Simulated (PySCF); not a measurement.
Species: CH11B2P3.
Structure used (PBE0-D3(BJ)/def2-SVP), in Å, numbered top down from 1:
```
atom  x, y, z in Å
C1    -2.7076   -0.1480    0.5495
B2    -1.1530    0.1851    0.6586
P3     0.2592   -1.1937    0.4267
B4     1.4588    0.0987   -0.4714
P5     2.5570    0.9894    0.9170
P6    -0.1717    1.1827   -0.7515
H7    -2.9837   -0.6590   -0.3870
H8    -3.0304   -0.7930    1.3834
H9    -3.3104    0.7731    0.6111
H10   -0.7570    0.7563    1.6665
H11   -0.0786   -2.2891   -0.4074
H12    0.7389   -1.8693    1.5770
H13    2.0150   -0.2966   -1.4720
H14    3.6019    0.0133    0.9289
H15    3.2569    1.8544    0.0188
H16   -0.0693    2.5917   -0.6312
H17   -0.6884    1.0619   -2.0660
```

The computed photoelectron lines, unassigned: B 1s: 194.41 (area 1), 194.44 (area 1) eV; C 1s: 289.65 eV; P 1s: 2149.08 (area 1), 2150.41 (area 2) eV; P 2p3/2: 135.52 (area 1), 136.83 (area 2) eV.

Computed, not measured: delta-SCF UKS SCAN, pcX-2 on the ionised atom, pcseg-1 elsewhere, spin-free X2C (PySCF 2.14.0). Geometry: PBE0-D3(BJ)/def2-SVP, one conformer, isolated molecule.

(1) Which phosphorus gives which P 1s line?

(2) Order the phosphorus atoms by P 2p3/2 binding energy.

Answers

(1) 2149.08 eV: P5 (three-coordinate phosphorus); 2150.41 eV: P3/P6 (phosphorus bonded to 2 B and 2 H). Lowest listed P 1s: P5, bonded to 2 H and B. Highest, 1.33 eV above it: P3/P6, bonded to 2 H and 2 B. Summing the Pauling electronegativity differences to the bonded atoms, each weighted by its formal bond order, gives -0.13 for the lowest site and -0.28 for the highest; the largest sum, -0.13, belongs to P5, 1.33 eV below the top. The smallest sum, -0.28, belongs to P3/P6, 1.33 eV above the lowest.

(2) 135.52 eV: P5 (three-coordinate phosphorus); 136.83 eV: P3/P6 (phosphorus bonded to 2 B and 2 H). The listed P 2p3/2 values span 1.31 eV, from P5 (bonded to 2 H and B) to P3/P6 (bonded to 2 H and 2 B). Summing the Pauling electronegativity differences to the bonded atoms, each weighted by its formal bond order, gives -0.13 for the lowest site and -0.28 for the highest; the largest sum, -0.13, belongs to P5, 1.31 eV below the top. The smallest sum, -0.28, belongs to P3/P6, 1.31 eV above the lowest.

Bonded neighbours of each site: C1: 3 H and B; B2: C, H and 2 P; P3/P6: 2 H and 2 B; B4: H and 3 P; P5: 2 H and B.

Q: Which photon energy gives electrons from C 1s of C1 a kinetic energy of 200 eV, and what is their de Broglie wavelength?

A: hν = 289.65 + 200 = 489.65 eV, recoil neglected; λ = 12.264 Å/√(E/eV) = 0.87 Å.

Atoms equivalent by their bonding share one computed value, that of the first of them. Spin–orbit coupling isn't in the SCF: each 2p doublet comes from a relaxed spin-free hole plus a matrix of the shell (mean-field spin–orbit coupling and the ground-state 2p splitting), with 2p3/2 averaged over its two sublevels. 2p1/2 minus 2p3/2 (ligand field included): P 0.89 eV.
